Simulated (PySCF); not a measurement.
These 3 structures share the formula C4H7IO. Computed with PBE0-D3(BJ)/def2-SVP geometry optimisation, gas phase, def2 core potentials past Kr in PySCF. Energies are electronic, without zero-point or thermal terms, for one conformer each. No frequencies were run at this level. Point groups hold within 0.08 Å.

Problem. Rank from lowest to highest electronic energy at this level (kJ/mol).
A. `[CH3:1][O:2]/[CH:3]=[CH:4]/[CH2:5][I:6]` with C1–O2–C3–C4 1°, C3–C4–C5–I6 107°
B. `[OH:1][CH2:2]/[CH:3]=[CH:4]\[CH2:5][I:6]` with H–O1–C2–C3 -62°, O1–C2–C3–C4 124°, C3–C4–C5–I6 -100°
C. `[CH3:1][C@H:2]([I:3])[CH2:4][CH:5]=[O:6]` with C1–C2–C4–C5 -69°, C2–C4–C5–O6 -2°

Solution. C (0.0), B (72.8), A (74.2).

As drawn, the lowest has a C=O bond, which the highest lacks; the highest has a C=C bond outside aromatic rings, which the lowest lacks. Neighbours under 10 kJ/mol apart (OC/C=C\CI and CO/C=C/CI) can change places with a better method, another conformer or zero-point energy.

| SMILES | E (Eh) | E rel (kJ/mol) | dipole (D) | point group | A, B, C (MHz) |
| --- | --- | --- | --- | --- | --- |
| C[C@H](I)CC=O | -529.13948 | 0.0 | 1.67 | C1 | 5729, 794.1, 730.9 |
| OC/C=C\CI | -529.11175 | 72.8 | 1.47 | C1 | 4208, 754.9, 678.5 |
| CO/C=C/CI | -529.11124 | 74.2 | 2.76 | C1 | 7076, 585.0, 569.3 |
